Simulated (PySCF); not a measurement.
## Static response to an electric field

C₆H₈F₂.
Structure used (GFN2-xTB), in Å, numbered top down from 1:
```
atom  x, y, z in Å
F1     0.2648    0.8049    2.2843
C2     0.2422   -0.1978    1.3331
C3     1.3678    0.0234    0.3073
C4     0.8207   -0.4515   -1.0434
C5    -0.6781   -0.3066   -0.9064
F6    -1.4219   -1.0646   -1.7630
C7    -1.2515    0.9719   -0.4011
C8    -1.0451   -0.1922    0.5420
H9     0.3572   -1.1349    1.8901
H10    1.5910    1.0903    0.2794
H11    2.2784   -0.5024    0.5871
H12    1.2198    0.1256   -1.8777
H13    1.0492   -1.5054   -1.2139
H14   -0.6201    1.8418   -0.3196
H15   -2.2732    1.1894   -0.6719
H16   -1.9088   -0.6830    0.9623
```

Level: CAM-B3LYP/def2-SVPD (PySCF), static field, nuclei fixed, core orbitals frozen in the response. The polarisability tensor in these axes (au):

```
x   66.45 -2.05  1.31
y   -2.05 61.48  1.35
z    1.31  1.35 67.61
```

Problem. Give the principal values, the mean and the anisotropy Δα = √{½[(α1 − α2)² + (α2 − α3)² + (α1 − α3)²]}.

Solution. Principal values 60.34, 66.74 and 68.46 au; mean 65.18 au = 9.66 Å³ = 10.75 × 10⁻⁴⁰ C²·m²/J; Δα = 7.41 au (11 % of the mean).

Problem. What is the dipole moment, and where does it point?

Solution. (0.99, -0.28, -0.35) D, 1.09 D in size, pointing from the negative to the positive side. Measured along this direction, the outermost atoms are H15 at the negative end and H11 at the positive end.

Problem. Form Σ f/ω² (atomic units) for the 8 lowest TDDFT singlets, given as eV and f, and set it beside the mean polarisability, which is this sum over all singlets: 8.05, 0.0134; 8.21, 0.0055; 8.52, 0.0017; 8.59, 0.0278; 8.81, 0.0074; 8.84, 0.0082; 9.09, 0.0183; 9.11, 0.0108.

Solution. They add up to 0.92 au, 1.4 % of the 65.18 au; the largest single term is 0.28 au, from the state at 8.59 eV. Terms in order: 0.15, 0.06, 0.02, 0.28, 0.07, 0.08, 0.16, 0.10 au. Higher excitations give the rest. The strengths listed sum to 0.093.

Problem. Directions of the eigenvectors, and the extent of the frame along each?

Solution. Largest value along (0.54, 0.00, 0.84), where the nuclei span 4.32 Å; middle along (0.76, -0.42, -0.49), 3.94 Å; least along (0.35, 0.91, -0.23), 3.04 Å. The response follows the extents in order.

Problem. Find the Langevin capture rate constant for O2+ (31.990 u) meeting this molecule (118.059 u), k = 2.342 × 10⁻⁹ cm³/s × √(α in Å³ / reduced mass in u).

Solution. The reduced mass is 25.17 u, so k = 1.45 × 10⁻⁹ cm³/s. The formula leaves out the permanent dipole, which adds to the capture rate.

Problem. Refractivity n − 1 of an ideal gas of it at 400 K and 1 atm, from the electronic α?

Solution. N = p/kT = 1.8347 × 10¹⁹ cm⁻³, so n − 1 = 2π × N × 9.66 × 10⁻²⁴ cm³ = 1113 × 10⁻⁶ at long wavelengths.

Problem. Molar refractivity from α?

Solution. Lorentz–Lorenz: R = (4π/3)N_A α = 2.5225 cm³/(mol·Å³) × 9.66 Å³ = 24.4 cm³/mol, in the limit of long wavelengths.

Geometry: GFN2-xTB, one conformer, isolated molecule.

The run behind these numbers computed excited states as well. Time: 61 s wall. Hardware: one thread, Arm Neoverse V1, shared host.
